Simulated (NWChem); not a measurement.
System: OsO4; SMILES [O]=[Os](=[O])(=[O])=[O]

```xyz
5

Os     0.0000     0.0000     0.0000
O      1.3697    -0.3113     0.9933
O     -1.3697     0.3113     0.9933
O     -0.3113    -1.3697    -0.9933
O      0.3113     1.3697    -0.9933
```
Atoms are numbered in this order, from 1.

Level: PBE-D3(BJ)/def2-SVP with def2 effective core potentials on Os (NWChem), optimised geometry, unscaled harmonic frequencies. def2 effective core potentials on Os; no spin-orbit coupling.

```
frequency (cm⁻¹)  IR intensity (km/mol)
----------------  ---------------------
322                                 5.9
322                                 5.8
322                                 5.8
327                                 0.0
327                                 0.0
958                                88.4
958                                88.4
958                                88.4
967                                 0.0
```

```yaml
zero_point_energy: 7.8 kcal/mol
thermal correction to the enthalpy at 298.15 K (with zero-point energy): 11.5 kcal/mol
heat capacity Cv: 15.8 cal/(mol K)
entropy at 298.15 K and 1 atm (symmetry number 12): 70.4 cal/(mol K)
```

Rigid rotor and harmonic oscillator.
